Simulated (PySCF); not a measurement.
# Name the molecule from its bond curve

A diatomic of charge 0 contains Gd. Its octet curve at PBE in a double-zeta basis (spin-free X2C with a Gaussian nucleus, PySCF), in eV from the separated fragments:

(R (Å), E (eV)): (1.510, -3.842), (1.580, -4.755), (1.651, -5.288), (1.703, -5.498), (1.756, -5.586), (1.809, -5.581), (1.879, -5.470), (1.967, -5.215), (2.072, -4.799), (2.213, -4.149)

The fit gives ωe = 787 cm⁻¹ and the rotational constant Bₑ = 0.4143 cm⁻¹.

Question: Which atom is the partner?

Answer: The minimum lies at 1.779 Å, so the reduced mass is 16.8576 u Å² cm⁻¹/(Bₑ·Re²) = 12.86 u. With Gd at 157.92 u the partner weighs about 14.0 u: N. The molecule is GdN.

Spin–orbit coupling is left out. The state is the lowest single determinant that the PBE0 search found; with open d or f shells the true ground state can be another one.
